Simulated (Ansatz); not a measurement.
Isolated molecules relaxed with PBE0-D4/def2-TZVP in Ansatz; ΔE leaves out vibrations. CCSD(T)/CBS adds triple-zeta CCSD(T) − MP2 to the extrapolated MP2 energy (def2 sets, frozen cores). Functionals use def2-TZVPP. Each species was taken in one conformer, which may not be the lowest.

Reaction (substitution at a C–Al bond): `C[CH](C)[Al]([Cl])[CH](C)C` + `OB(O)F` → `CC(C)OB(O)F` + `C[CH](C)[AlH][Cl]`

```tsv
level	ΔE (kJ/mol)
r2SCAN	44.6
MP2/CBS(def2)	57.1
```

What does CCSD(T)/CBS give? (Best estimate.)

The calculation gave: +48.7 kJ/mol. The listed levels differ from it by -4.1, 8.4 kJ/mol.

Largest T1 diagnostic among the species: 0.012.

In def2-TZVPP, CCSD(T) changes the Hartree–Fock value by +22.4 kJ/mol (the triples alone add +2.4 kJ/mol) and MP2 by +30.8 kJ/mol. The D4 term adds +6.5 kJ/mol with B3LYP and +4.2 kJ/mol with PBE0; it sums over pairs of atoms, weighted by their polarisabilities, and B3LYP, whose exchange is more repulsive, gets the larger term.

B3LYP here is the variant with VWN-RPA as its local correlation; programs differ in this.
